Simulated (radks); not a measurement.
Species: Hg XXXVI. Configuration: [Kr] 4d9.

Calculated with a radial shooting solver on a logarithmic mesh with Libxc functionals: non-relativistic Kohn-Sham, LB94 model potential, spin-polarised, spherical densities, point nucleus; open shells are filled with parallel spins first (spin-orbit coupling, left out, can overturn this in heavy ions); relativity is left out, which matters for an element this heavy.

Energy parts (eV):
kinetic: 483081.31
electron-nucleus: -1081823.82
Hartree: 124071.53
(The LB94 potential has no energy functional, so no total or exchange-correlation energy is given.)

Orbitals (lengths in bohr, moments of r in powers of bohr; <r^-3> diverges for s and p1/2; r(max) is where P^2 peaks):
orbital,occ.,eigenvalue (eV),<r^-3>,<r^2>,r(max)
1s down,1,-76638.54,-,0.0004776,0.01256
1s up,1,-76638.48,-,0.0004776,0.01256
2s up,1,-14035.83,-,0.007421,0.06821
2s down,1,-14035.31,-,0.007421,0.06821
2p up,3,-13560.86,18220,0.005470,0.05288
2p down,3,-13560.60,18220,0.005469,0.05287
3s up,1,-4391.987,-,0.04499,0.1857
3s down,1,-4391.954,-,0.04500,0.1857
3p up,3,-4169.321,4046,0.04133,0.1746
3p down,3,-4169.107,4044,0.04133,0.1746
3d up,5,-3753.791,719.2,0.03175,0.1371
3d down,5,-3753.145,719.0,0.03176,0.1371
4s up,1,-1890.026,-,0.1861,0.3963
4s down,1,-1888.238,-,0.1861,0.3963
4p up,3,-1791.417,1183,0.1852,0.3924
4p down,3,-1789.659,1184,0.1852,0.3924
4d up,5,-1613.224,201.0,0.1788,0.3770
4d down,4,-1611.630,201.3,0.1788,0.3769

The highest occupied level is 4d down at -1611.6 eV. For comparison, the ionisation energy in NIST's Atomic Spectra Database is 1603 eV (theoretical). In exact Kohn-Sham theory the highest level is minus the ionisation energy, but local and semilocal functionals leave it too shallow, through self-interaction and a potential that decays too fast; potentials with the right tail come closer. The spin density at the nucleus is -0.242 e/bohr^3 (1s 0.175, 2s -1.772, 3s 1.789, 4s -0.435).
